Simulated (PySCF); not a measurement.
A PySCF script (with the pyscf-properties extension) for the NMR shieldings of `[SiH3]CC[SiH2]C1CCC1`, C6H16Si2, on a GFN2-xTB geometry:

```python
import basis_set_exchange as bse
import numpy as np
from pyscf import gto, dft
from pyscf.prop import nmr

atoms = """
Si    3.791809   -0.891332    0.181943
C     1.984008   -0.570316   -0.312280
C     1.652804    0.921208   -0.390212
Si   -0.126342    1.273555   -0.969590
C    -1.398544    0.549671    0.241381
C    -1.664602   -0.969907    0.170982
C    -3.151137   -0.698831   -0.095214
C    -2.877363    0.810934   -0.112122
H     4.048006   -2.333262    0.203021
H     4.680291   -0.246941   -0.788676
H     4.040131   -0.326570    1.510921
H     1.312932   -1.049582    0.402962
H     1.780387   -1.033820   -1.280059
H     2.347275    1.407369   -1.077412
H     1.825966    1.377455    0.586295
H    -0.334963    0.667691   -2.293185
H    -0.335530    2.725711   -1.062039
H    -1.176824    0.862854    1.263891
H    -1.160340   -1.477813   -0.649625
H    -1.457339   -1.514370    1.091600
H    -3.527669   -1.104172   -1.032812
H    -3.809175   -1.019576    0.710807
H    -3.430894    1.387207    0.627388
H    -3.024622    1.272602   -1.086946
"""
names = dict.fromkeys(["Si", "C", "H"], "pcSseg-1")
basis = {el: gto.basis.parse(bse.get_basis(n, elements=[el], fmt="nwchem")) for el, n in names.items()}
mol = gto.M(atom=atoms, basis=basis, charge=0, verbose=0)
mf = dft.RKS(mol, xc="PBE0")
mf.grids.level = 2
mf.grids.alignment = dft.numint.BLKSIZE   # the property module wants whole blocks of grid points
mf.conv_tol = 1e-9
mf.kernel()

calc = nmr.RKS(mf)   # GIAO
C = mf.mo_coeff
Co = C[:, mf.mo_occ > 0]
resp = mf.gen_response(singlet=True, hermi=2)
def vind(x):   # induced exchange potential for any number of trial vectors
    d = np.einsum("pi,xij,qj->xpq", C, 2 * x.reshape(-1, C.shape[1], Co.shape[1]), Co, optimize=True)
    return np.einsum("xpq,pi,qj->xij", resp(d - d.transpose(0, 2, 1)), C, Co, optimize=True).ravel()
mo1, _ = nmr.rhf.solve_mo1(calc, with_cphf=vind)
sigma = calc.kernel(mo1)
for i, s in enumerate(sigma):   # ppm
    print("%2d %-2s %9.2f" % (i, mol.atom_pure_symbol(i), np.trace(s) / 3))
```

Q: What are the results?

A: 
```
 0 Si    415.66
 1 C     180.32
 2 C     175.43
 3 Si    377.17
 4 C     170.79
 5 C     161.32
 6 C     165.71
 7 C     163.40
 8 H      27.70
 9 H      28.00
10 H      27.98
11 H      31.01
12 H      31.02
13 H      31.04
14 H      31.06
15 H      27.68
16 H      27.53
17 H      29.61
18 H      29.59
19 H      29.30
20 H      29.45
21 H      29.37
22 H      29.36
23 H      29.76
```

These numbers come from an equivalent density-fitted implementation of the same equations, which agrees with the script to about 0.01 ppm for H and up to a few tenths of a ppm for heavy atoms, so last digits may differ.

Size and cost of the density-fitted run: 230 basis functions, 34 s wall time on 1 thread of an Intel Xeon 6975P-C, shared host; peak memory 1.1 GiB.
